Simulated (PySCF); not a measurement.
C₅H₁₃NP₂.
Z-matrix (Å and degrees, PBE0-D3(BJ)/def2-SVP geometry), rows numbered from 1:
```
C 
P   1  1.8504
C   2  1.8710  1   99.82
C   3  1.5230  2  115.22  1    74.13
P   4  1.8615  3  112.11  2    74.57
N   5  1.7136  4   98.46  3  -149.34
C   5  1.8735  4   98.47  3   -43.47
C   7  1.5242  5  115.23  4   -29.83
H   1  1.1008  2  109.04  3  -167.46
H   1  1.1005  2  109.55  3    75.12
H   1  1.1026  2  113.12  3   -46.56
H   3  1.1037  2  107.53  1  -161.95
H   3  1.1030  2  106.11  1   -49.65
H   4  1.1019  3  111.55  2  -165.32
H   4  1.1046  3  110.97  2   -47.49
H   6  1.0181  5  119.11  4    61.94
H   6  1.0138  5  115.09  4  -162.35
H   7  1.1046  5  107.93  4    94.28
H   7  1.1033  5  105.18  4  -153.27
H   8  1.1026  2  107.34  1    92.00
H   8  1.1053  2  110.60  1   -23.51
```

Method: PySCF, delta-SCF UKS SCAN, pcX-2 on the ionised atom, pcseg-1 elsewhere, spin-free X2C. Binding energies are ΔSCF values: E(core-ionised, relaxed orbitals) − E(ground state) at a fixed geometry, referred to the vacuum level.

Some binding energies are withheld.

```tsv
atom(s)	bonded to	level	binding energy (eV)
C1	3 H and P	C 1s	?
C3/C8	C, 2 H and P	C 1s	290.27
C4/C7	C, 2 H and P	C 1s	290.15
N6	2 H and P	N 1s	?
P2	3 C	P 1s	2149.32
P5	N and 2 C	P 1s	2149.89
P2	3 C	P 2p3/2	?
```

(1) Fill in P 2p3/2 for P2.

(2) Fill in C 1s for C1.

(3) What is the N 1s binding energy of N6?

## Answers

(1) 135.71 eV (phosphine phosphorus), with 2p1/2 at 136.61 eV.

(2) 290.30 eV (sp3 carbon bound to phosphorus). The nearest listed C 1s value is that of C3/C8; the shift against it is +0.03 eV.

(3) 404.68 eV (nitrogen bonded to P and 2 H).

The 3 C 1s values lie within 0.15 eV of each other; Gaussian lines of 0.5 eV full width would blend them into one maximum.

Question: Give the binding energy of C 1s of C1 in hartree and in kJ/mol.

Answer: 290.30 eV = 10.6683 Eh = 28010 kJ/mol.

One atom of each set of topologically equivalent atoms was ionised and stands for the set; in this conformer not all members are related by symmetry, and their own values weren't computed. The list is incomplete; no value stands for P 2p of P5. For 2p shells one spin-free hole was relaxed; a mean-field spin–orbit operator and the ground-state splitting of the three 2p orbitals were then diagonalised within the shell. The shell's mean is (2 × 2p3/2 + 2p1/2)/3, and the degeneracies 2j + 1 give areas of 2:1. 2p1/2 minus 2p3/2 (ligand field included): P 0.90 eV. One conformer (not necessarily the lowest) at the PBE0-D3(BJ)/def2-SVP geometry, without solvent, vibrations or thermal averaging.

On one thread of an Arm Neoverse N1, no GPU (shared host), this took 7.4 min wall, 5.4 min CPU.
